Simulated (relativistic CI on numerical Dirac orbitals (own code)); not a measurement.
Rh⁵⁺: computed level list

Computed by Dirac-Coulomb-Breit CI, orbitals from a KLI potential per configuration, a model potential for QED, valence Slater integrals scaled by 0.85, P86 correlation energy added to each configuration (own radial code, finite nucleus).

CI space (outside the closed core [Ar] 3d10): 4s2.4p6.4d4, 4s2.4p6.4d3.5s, 4s2.4p6.4d3.4f, 4s2.4p6.4d3.5p, 4s2.4p5.4d5, 4s2.4p6.4d3.5d, 4s2.4p6.4d3.6s, 4s2.4p6.4d3.6p, 4s2.4p6.4d2.5s.5p, 4s.4p6.4d5, 4s2.4p6.4d3.5f, 4s2.4p6.4d3.6d, 4s2.4p6.4d3.6f, 4s2.4p6.4d2.5s2, 4s2.4p6.4d.4f.5s2, 4s2.4p6.4d.5s2.5p, 4s2.4p6.4d.5s2.5d, 4s2.4p6.4d.5s2.6s. Double excitations out of closed p, d and f shells are left out; levels of such configurations are missing from the list, as are those of other unlisted configurations, and high levels can miss mixing partners.

The lowest level is 4s2.4p6.4d4 5D_0, with 95 % of that term; Hund's rules for 4s2.4p6.4d4 give 5D with J = 0, in agreement.

| No. | Configuration | Term | J | E (cm⁻¹) | % | Landé g |
| --- | --- | --- | --- | --- | --- | --- |
| 1 | 4s2.4p6.4d4 | 5D | 0 | 0.0 | 95 |  |
| 2 | 4s2.4p6.4d4 | 5D | 1 | 682.1 | 97 | 1.500 |
| 3 | 4s2.4p6.4d4 | 5D | 2 | 1765.2 | 99 | 1.498 |
| 4 | 4s2.4p6.4d4 | 5D | 3 | 3067.8 | 99 | 1.496 |
| 5 | 4s2.4p6.4d4 | 5D | 4 | 4502.1 | 97 | 1.494 |
| 6 | 4s2.4p6.4d4 | 3P | 0 | 17966.1 | 88 |  |
| 7 | 4s2.4p6.4d4 | 3H | 4 | 19198.6 | 76 | 0.870 |
| 8 | 4s2.4p6.4d4 | 3H | 5 | 20841.1 | 89 | 1.052 |
| 9 | 4s2.4p6.4d4 | 3P | 1 | 21197.7 | 95 | 1.477 |
| 10 | 4s2.4p6.4d4 | 3F | 3 | 22001.4 | 52 | 0.931 |
| 11 | 4s2.4p6.4d4 | 3H | 6 | 22069.6 | 95 | 1.158 |
| 12 | 4s2.4p6.4d4 | 3F | 2 | 22574.5 | 95 | 0.683 |
| 13 | 4s2.4p6.4d4 | 3F | 4 | 23224.2 | 61 | 1.134 |
| 14 | 4s2.4p6.4d4 | 3P | 2 | 25197.6 | 89 | 1.463 |
| 15 | 4s2.4p6.4d4 | 3G | 3 | 25740.5 | 52 | 0.909 |
| 16 | 4s2.4p6.4d4 | 3G | 4 | 25992.4 | 65 | 1.081 |
| 17 | 4s2.4p6.4d4 | 3G | 5 | 27197.0 | 89 | 1.181 |
| 18 | 4s2.4p6.4d4 | 3D | 3 | 30219.5 | 96 | 1.323 |
| 19 | 4s2.4p6.4d4 | 3D | 2 | 30827.9 | 80 | 1.175 |
| 20 | 4s2.4p6.4d4 | 1I | 6 | 31277.4 | 95 | 1.008 |
| 21 | 4s2.4p6.4d4 | 3D | 1 | 31437.9 | 97 | 0.525 |
| 22 | 4s2.4p6.4d4 | 1G | 4 | 33232.0 | 78 | 1.022 |
| 23 | 4s2.4p6.4d4 | 1S | 0 | 35731.9 | 92 |  |
| 24 | 4s2.4p6.4d4 | 1D | 2 | 39077.3 | 85 | 1.018 |
| 25 | 4s2.4p6.4d4 | 1F | 3 | 42638.9 | 91 | 1.011 |
| 26 | 4s2.4p6.4d4 | 3P | 2 | 49248.7 | 96 | 1.479 |
| 27 | 4s2.4p6.4d4 | 3F | 4 | 50455.8 | 96 | 1.241 |
| 28 | 4s2.4p6.4d4 | 3F | 2 | 50794.0 | 96 | 0.682 |
| 29 | 4s2.4p6.4d4 | 3F | 3 | 51309.0 | 93 | 1.079 |
| 30 | 4s2.4p6.4d4 | 3P | 1 | 52174.9 | 99 | 1.498 |
| 31 | 4s2.4p6.4d4 | 3P | 0 | 53683.4 | 98 |  |
| 32 | 4s2.4p6.4d4 | 1G | 4 | 57481.0 | 96 | 1.008 |
| 33 | 4s2.4p6.4d4 | 1D | 2 | 74347.0 | 99 | 1.000 |
| 34 | 4s2.4p6.4d4 | 1S | 0 | 96660.0 | 99 |  |
| 35 | 4d3(4F).5s | 5F | 1 | 170550.8 | 98 | 0.008 |
| 36 | 4d3(4F).5s | 5F | 2 | 171534.2 | 98 | 1.000 |
| 37 | 4d3(4F).5s | 5F | 3 | 172987.7 | 98 | 1.248 |
| 38 | 4d3(4F).5s | 5F | 4 | 174780.1 | 98 | 1.347 |
| 39 | 4d3(4F).5s | 5F | 5 | 176764.9 | 97 | 1.394 |
| 40 | 4d3(4F).5s | 3F | 2 | 182699.6 | 95 | 0.685 |
| 41 | 4d3(4F).5s | 3F | 3 | 185091.0 | 93 | 1.071 |
| 42 | 4d3(4P).5s | 5P | 1 | 185943.0 | 93 | 2.431 |
| 43 | 4d3(4P).5s | 5P | 2 | 186210.7 | 87 | 1.779 |
| 44 | 4d3(4F).5s | 3F | 4 | 187558.9 | 86 | 1.217 |
| 45 | 4d3(4P).5s | 5P | 3 | 188587.9 | 98 | 1.662 |

Energies count from the lowest computed level. Percentages are summed over parent terms; the parents shown are those of the largest component, closed shells are left out there.

The mean weight of the leading LS term, summed over parents, in these 45 levels is 90 %, and that of the leading jj configuration (from the same eigenvectors) 59 %, so LS coupling describes them better.

At this charge configurations can still be misplaced by up to about 7 % of their energy.

Landé's interval rule says that E(J) − E(J−1) = AJ with one A. For the ground term the intervals give A = 682.1, 541.6, 434.2, 358.6 cm⁻¹ for J = 1, 2, 3, 4; the multiplet is regular.

LS names give the leading component of a level, which can be under half, so a name can repeat, a term be missing and a line seem to break the LS rules.
